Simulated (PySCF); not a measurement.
SnI, SMILES [Sn+][I] (connectivity only; charge and spin as stated), charge +1, multiplicity 1.

The structure is a stationary point at B3LYP-D3(BJ)/def2-TZVP. The spin state was assumed, not searched. The def2 effective core potentials stand for the cores of I, Sn; spin–orbit coupling is left out.

Computed with PySCF with TDDFT-PBE0/def2-TZVPD.

Vertical excitations; the highest root listed may be one member of a degenerate set. The molecule is in vacuum. State labels are in the subgroup C2v.

Computed UV-visible absorptions:
```
state  symmetry  energy (eV)  λ (nm)      f                                              main pairs
-----  --------  -----------  ------  -----  ------------------------------------------------------
S1           A2         3.29     377  0.000                      HOMO→LUMO 50 %, HOMO−1→LUMO+1 50 %
S2           A2         3.42     362  0.000               HOMO−1→LUMO+1, HOMO→LUMO (degenerate set)
S3           A1         3.42     362  0.000               HOMO−1→LUMO, HOMO→LUMO+1 (degenerate set)
S4           B2         3.79     327  0.012                          HOMO−2→LUMO+1 (degenerate set)
S5           B1         3.79     327  0.012                            HOMO−2→LUMO (degenerate set)
S6           A1         4.40     282  0.080  HOMO→LUMO+1 44 %, HOMO−1→LUMO 44 %, HOMO−2→LUMO+2 13 %
S7           B2         5.91     210  0.004                            HOMO→LUMO+2 (degenerate set)
S8           B1         5.91     210  0.004                          HOMO−1→LUMO+2 (degenerate set)
S9           A1         7.98     155  1.934                                      HOMO−2→LUMO+2 83 %
S10          B1         8.38     148  0.124                                      HOMO−1→LUMO+3 96 %
T1           A1         2.83     438      0                      HOMO−1→LUMO 50 %, HOMO→LUMO+1 50 %
T2           A2         3.03     409      0               HOMO→LUMO, HOMO−1→LUMO+1 (degenerate set)
T3           A1         3.03     409      0               HOMO→LUMO+1, HOMO−1→LUMO (degenerate set)
T4           B1         3.07     403      0                                        HOMO−2→LUMO 98 %
```
Triplets are in the Tamm–Dancoff approximation, which puts them higher than full response would, so one can lie above its singlet here.
